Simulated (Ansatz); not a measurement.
CH7BN2Si (`NBC1N[SiH2]1`). Total charge 0; spin multiplicity 1. The geometry is a stationary point of PBE0-D4/def2-TZVP. It is one conformer, not always the lowest.

```xyz
12

N     0.866   -0.600    2.017
B    -0.095   -0.600    1.004
C     0.258   -0.187   -0.442
N    -0.729   -0.511   -1.538
Si   -0.695    1.182   -1.243
H     0.646   -0.809    2.974
H     1.835   -0.378    1.866
H    -1.224   -0.884    1.291
H     1.309   -0.174   -0.746
H    -0.310   -0.918   -2.363
H    -1.916    1.790   -0.678
H     0.055    2.090   -2.142
```

Question: What is the dipole moment at ωB97M-V/def2-TZVPP? (Best estimate.)

Answer: Ansatz gave: 2.32 D, with components (2.10, 0.96, 0.21) D in this frame, pointing from negative to positive charge.

Question: And with PBE, r2SCAN, B3LYP? (An estimate is asked.)

Answer: Ansatz gave: PBE 2.27 D, r2SCAN 2.26 D, B3LYP 2.28 D.

Question: Give the Mulliken charges with ωB97M-V, r2SCAN, PBE in def2-TZVPP. (Estimate.)

Answer: The calculation gave: 
```
atom  ωB97M-V  r2SCAN    PBE
  N1    -0.24   -0.33  -0.27
  B2     0.01    0.10   0.01
  C3    -0.19   -0.15  -0.11
  N4    -0.32   -0.36  -0.29
 Si5     0.30    0.38   0.26
  H6     0.13    0.18   0.17
  H7     0.12    0.16   0.15
  H8     0.05   -0.03  -0.01
  H9     0.09    0.05   0.06
 H10     0.11    0.14   0.14
 H11    -0.02   -0.06  -0.05
 H12    -0.03   -0.08  -0.06
```

B3LYP here is the variant with VWN-RPA as its local correlation; programs differ in this.
